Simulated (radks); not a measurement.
Spherical quantum dot in the effective-mass picture: electrons in a parabolic well V = omega^2 r^2 / 2 with omega = 0.0628, with a point charge +1 (a donor) at the centre, all in effective atomic units (hartree* = m*/eps^2 hartree, bohr* = eps/m* bohr), one dielectric constant everywhere. Method: non-relativistic Kohn-Sham, LDA (Slater exchange, Perdew-Wang correlation), spin-polarised, spherical densities; computed with a radial shooting solver with Libxc functionals. Levels are named by radial order and angular momentum (1s, 1p, 1d, 2s, ...), and open shells are averaged over m. Results are scaled to m* = 0.071 and eps = 14.8, for which hartree* = 8.82 meV and bohr* = 11.03 nm.

N = 26, configuration 1s2 1p6 1d10 2s2 1f(up 6, down 0). This is the lowest configuration that the search found (a dilute case). Occupied levels:

level    occupation  eigenvalue (meV)  <r> (nm)
1s down           1            16.712     30.54
1s up             1            16.717     31.49
2s up             1            16.993     143.2
1p up             3            17.036     149.0
2s down           1            17.047     140.1
1p down           3            17.092     145.3
1d up             5            17.145     158.2
1d down           5            17.208     156.7
1f up             6            17.285     165.7

Energy (meV): total 249.591, kinetic 11.125, external 59.427, Hartree 202.91, exchange-correlation -23.874.
